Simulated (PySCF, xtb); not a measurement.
N-methylmethanimine (C2H5N), SMILES C=NC.

GFN2-xTB (xtb) at its own geometry gives an orbital gap of 3.72 eV and a dipole moment of 1.44 D.

The structure is a stationary point at PBE0-D3(BJ)/def2-TZVP.

Q: What does CAM-B3LYP/def2-TZVPD (PySCF) give? (An estimate is asked for; the answer gives what the named calculation found.)

A: gap 9.61 eV (levels -8.83 and 0.78 eV), dipole 1.58 D.
